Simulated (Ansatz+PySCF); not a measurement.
Values are calculated unless marked as measured or tabulated.
## Several solutions for singlet ICl

```xyz
2

I     0.0000    0.0000   -0.5723
Cl    0.0000    0.0000    1.7844
```

Basis set: def2-SVP (spherical functions, with the set's core potentials past Kr). Charge 0, multiplicity 1.

CASSCF(2,2) was run from several starts with Ansatz (development build ahead of 0.2.0) and PySCF 2.14.0. The starts are those of the Hartree–Fock orbitals from which the active space was taken at the frontier.

```tsv
run	program	start	converged	energy (hartree)	<S²>
A	PySCF	program defaults	yes	-755.99804	0.00
B	Ansatz	stability test followed	yes	-755.99804	0.00
C	Ansatz	atomic start, no search	yes	-755.99804	0.00
D	Ansatz	search for the lowest state	yes	-756.01083	0.00
```

Task: Which runs reached the lowest solution of this kind, and what is wrong with the others?

Result: D reached the lowest solution found. Converged but too high: A by 0.35 eV, B by 0.35 eV, C by 0.35 eV. Convergence only shows a stationary point; in CASSCF the end hangs on which orbitals enter the active space. Caution: other starts end on other solutions of this active space.
